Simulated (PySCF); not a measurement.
B(Me)(vinyl)(NH2) (C3H8BN), SMILES C=CB(C)N. Atoms are numbered in the order given.

```xyz
13

B      0.2175     0.2207     0.3658
C      1.3625    -0.0941     1.4136
H      1.3601    -1.1642     1.6862
H      1.3027     0.4952     2.3433
H      2.3507     0.0966     0.9570
C      0.1513    -0.5731    -0.9933
C     -0.9772    -0.8637    -1.6589
H      1.0885    -0.9709    -1.4083
H     -0.9870    -1.4520    -2.5834
H     -1.9595    -0.5381    -1.2943
N     -0.7456     1.2032     0.6330
H     -0.7814     1.7225     1.5021
H     -1.4626     1.4703    -0.0315
```
Charge 0, spin multiplicity 1.

The structure is a stationary point at B3LYP-D3(BJ)/def2-SVP. This is a generated structure with no PubChem entry under its InChIKey; it may be hypothetical. The values are those of a single conformer.

Calculation: B3LYP/def2-TZVP (PySCF).

Isolated molecule, no solvent.

Q: Estimate the frontier levels, gap, dipole moment and polarisability. (Estimate from the structure and the level; the computed values follow.)

A: 
The highest occupied level is -7.16 eV. The lowest empty level comes out as -0.71 eV and the orbital gap is 6.45 eV. The dipole moment is 1.28 D and the quadrupole, principal values (traceless, Buckingham form, about the centre of nuclear charge) is -4.87, -0.44, 5.31 D·Å. The mean static polarisability comes out as 59.8 bohr³ (8.87 Å³) and the polarisability, principal values comes out as 44.1, 60.9, 74.5 bohr³.
